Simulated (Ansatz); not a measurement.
`O[CH](F)[GeH3]` → C• + F• + Ge• + 5 H• + O•  (atomization)

Computed with Ansatz on PBE0-D4/def2-TZVP structures; ΔE is electronic, products minus reactants. CBS: MP2 limit from def2 TZ/QZ plus the TZ coupled-cluster correction, frozen cores. This one scheme is used for every species, atoms too. For atomizations the MP2-based limit and the directly extrapolated one differ by several kJ/mol either way, and by 10 to 25 for some Ge, Se and Sn compounds, so smaller differences from it don't rank the levels. DFT in def2-TZVPP. No spin–orbit coupling; open shells (•) take unrestricted orbitals. Spin–orbit coupling would lower the free atoms: a little for C, F, O; clearly for Ge. Bonds to Ge are less sure, by a few kJ/mol each and by 10 to 20 or more in all where they break to atoms, as the def2 sets lack core-valence functions. Scalar relativity is left out up to krypton. One conformer a species, not always the lowest.

```csv
species,PBE0 energy (Eh)
`O[CH](F)[GeH3]`,-2292.76935
C•,-37.80537
F•,-99.67617
Ge•,-2076.65516
H•,-0.50104
O•,-75.01860
```

Task: Work out ΔE.

Result: ΔE = 5 × (-0.50104) + (-37.80537) + (-99.67617) + (-2076.65516) + (-75.01860) − (-2292.76935) = 1.10885 Eh = +2911.3 kJ/mol. CCSD(T)/CBS gives +2953.9 kJ/mol.

Largest T1 diagnostic among the species: 0.012.

The D4 term adds +22.5 kJ/mol with B3LYP and +11.6 kJ/mol with PBE0; it sums over pairs of atoms, weighted by their polarisabilities, and B3LYP, whose exchange is more repulsive, gets the larger term. From r2SCAN to r2SCAN0 (25 % exact exchange), in def2-TZVPP and without D4, ΔE moves by −65.1 kJ/mol: exact exchange takes away binding that semilocal exchange gives to molecules.

B3LYP here is the variant with VWN-RPA as its local correlation; programs differ in this.
